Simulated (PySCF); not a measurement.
# How methods differ on the excitation energy of Fe

Fe [Ar] 3d6 4s2 (5D) → Fe [Ar] 3d5 4s2 5s1 (7S), as a difference of total energies. Calculation: PySCF 2.14, in x2c-QZVPPall with one added diffuse shell each of s, p, d, f, g type (12s8p6d5f3g, 128 functions); scalar relativity by spin-free X2C-1e. Correlated levels: valence: [Ar] frozen; valence and next inner shell: [Ne] frozen. The calculations carry no spin-orbit coupling.

| method | excitation energy (eV) |
| --- | --- |
| UHF | 5.996 |
| LDA | 8.921 |
| PBE | 8.797 |
| PBE0 | 8.314 |
| revPBE | 8.731 |
| wB97M-V | 8.351 |
| TPSSh | 8.652 |
| MP2 (valence) | 7.587 |
| SCS-MP2 (valence) | 7.805 |
| MP2 (valence and next inner shell) | 7.850 |
| SCS-MP2 (valence and next inner shell) | 7.880 |

Q: How much does correlation contribute at MP2 (valence and next inner shell)?

A: 7.850 − (5.996) = 1.854 eV, measured against UHF.

A first-order spin-orbit estimate (lowest level to lowest level, LS coupling) adds 0.059 eV.

The upper state lies above the first ionisation limit, where it may autoionise and the basis confines it. A Rydberg-like electron needs more diffuse functions than a valence basis has.

The promoted electron is Rydberg-like, and one or two diffuse shells describe it only roughly, which tends to raise the upper state.
